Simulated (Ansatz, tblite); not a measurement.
Forces on GeCl2 at its B3LYP-D4/def2-TZVP geometry. Charge 0, multiplicity 1.

The xTB rows come from tblite. The structure comes from a short search, and lower isomers may exist.

GFN1-xTB (tblite), largest force 0.50 eV/Å:

```xyz
3
positions Å, forces eV/Å
Ge    0.718   -0.189    0.576   -0.360    0.095   -0.289
Cl   -0.963   -1.472   -0.049    0.336    0.356    0.083
Cl    0.245    1.661   -0.527    0.024   -0.451    0.206
```

GFN2-xTB (tblite), largest force 0.57 eV/Å:

```
Ge -0.434 0.114 -0.348
Cl 0.357 0.307 0.118
Cl 0.076 -0.422 0.230
```

PBE-D4/def2-TZVP (Ansatz), largest force 0.02 eV/Å:

```
Ge 0.012 -0.003 0.010
Cl -0.011 -0.012 -0.003
Cl -0.001 0.015 -0.007
```
